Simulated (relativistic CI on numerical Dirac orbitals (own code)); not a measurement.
**Magnetism of Pt³⁺, 5d7, in a crystal field**

Calculated by Dirac-Coulomb-Breit CI, orbitals from a KLI potential per configuration, a model potential for QED, valence Slater integrals scaled by 0.85, one configuration in a parametric crystal field (own radial code).

Field parameters in Wybourne normalisation: D3d B²₀ = −7Dσ, B⁴₀ = −14Dq − 21Dτ, B⁴₃ = −14√(10/7) Dq. The field is a parameter set, without covalency.

S is read from ⟨S²⟩ = S(S + 1).

Powder χT (cm³ K mol⁻¹) by Van Vleck's formula, with temperature-independent terms:

```
                                       Field    2 K    5 K   10 K   20 K   50 K  100 K  200 K  300 K
D3d, 10Dq = 36200, Dσ = -1200, Dτ = 390 cm⁻¹  0.151  0.154  0.159  0.168  0.195   0.24  0.329  0.406
 D3d, 10Dq = 36200, Dσ = -980, Dτ = 390 cm⁻¹  0.157   0.16  0.165  0.175  0.205  0.254  0.349  0.427
 D3d, 10Dq = 36200, Dσ = -760, Dτ = 390 cm⁻¹  0.164  0.167  0.172  0.183  0.216   0.27  0.373  0.451
 D3d, 10Dq = 36200, Dσ = -550, Dτ = 390 cm⁻¹   0.17  0.174   0.18  0.192  0.228  0.289  0.398  0.476
 D3d, 10Dq = 36200, Dσ = -330, Dτ = 390 cm⁻¹  0.177  0.181  0.188  0.202  0.244  0.313  0.429  0.503
 D3d, 10Dq = 36200, Dσ = -110, Dτ = 390 cm⁻¹  0.184  0.189  0.197  0.214  0.263  0.343  0.464   0.53
  D3d, 10Dq = 36200, Dσ = 110, Dτ = 390 cm⁻¹  0.192  0.198  0.208  0.228  0.289  0.384  0.503  0.557
  D3d, 10Dq = 36200, Dσ = 330, Dτ = 390 cm⁻¹  0.201  0.209  0.222  0.249  0.328  0.438  0.542  0.581
```

(1) For D3d, 10Dq = 36200, Dσ = -980, Dτ = 390 cm⁻¹: what effective moment follows at 300 K?

## Answers

(1) μ_eff = √(8χT) = 1.85 μB. The ground level has S = 0.58; the spin-only moment for S = 1/2 is 1.73 μB. The difference comes from the orbital moment, spin-orbit mixing of terms and temperature-independent paramagnetism, all larger in this ionic model than in covalent complexes.
